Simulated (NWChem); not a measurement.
System: GeSi2H8; SMILES [SiH3][GeH2][SiH3]

The following NWChem deck was run.

```
start job
memory heap 200 mb stack 900 mb global 1100 mb
geometry units angstroms noautoz
  Ge    -0.729155     0.022402     0.000000
  Si     0.621016    -0.007872    -1.966355
  Si     0.621016    -0.007872     1.966355
  H     -1.612699     1.287864     0.000000
  H     -1.668626    -1.202124     0.000000
  H      1.464763    -1.241846    -1.980533
  H      1.519681     1.186698    -1.980148
  H     -0.227430     0.011508    -3.196745
  H     -0.227430     0.011508     3.196745
  H      1.464763    -1.241846     1.980533
  H      1.519681     1.186698     1.980148
end
basis spherical
  * library def2-svp
end
dft
  xc xpbe96 cpbe96
  iterations 150
  vectors input atomic output neutral.movecs
end
task dft energy
charge 1
dft
  odft
  mult 2
  vectors input atomic output cation.movecs
end
task dft energy
```

Coordinates come from a PBE0/def2-SVP optimisation.

Ions are spin-unrestricted doublets at the neutral geometry; other ion states weren't tried.

Question: What results follow from this input? (PBE/def2-SVP, vertical spin-unrestricted ions.) Quantities: vertical ionisation energy, ΔSCF (eV); −ε(HOMO) (eV).

Answer: 
```
Property                               Value
-------------------------------------  -----
vertical ionisation energy, ΔSCF (eV)   9.61
−ε(HOMO) (eV)                           6.89
```
